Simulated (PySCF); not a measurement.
CaO, SMILES [O]=[Ca].

The structure is a stationary point at PBE0-D3(BJ)/def2-TZVPD.

Two levels are set side by side: TDA-PBE/def2-TZVPD (PySCF) and TDA-M06-2X/def2-TZVPD (PySCF). Vertical, same geometry. The lowest singlet is HOMO−1→LUMO 100 % with PBE and HOMO→LUMO 92 % with the other functional; states are paired by order. Differences are taken from unrounded values.

```csv
quantity,TDA-M06-2X,TDA-PBE,TDA-PBE minus TDA-M06-2X
lowest singlet excitation (eV),2.11,1.60,-0.51
lowest triplet excitation (TDA) (eV),2.06,1.04,-1.02
first bright state (f over 0.05) (eV),2.11,1.89,-0.22
its oscillator strength,0.06,0.08,0.02
```

Functionals without exact exchange tend to place singlet excitations lower, as here. Differences between two approximate levels are no errors against the true value.

Rough cost on one machine, each run with all the roots and properties that it gave: TDA-M06-2X against TDA-PBE about 6 times.
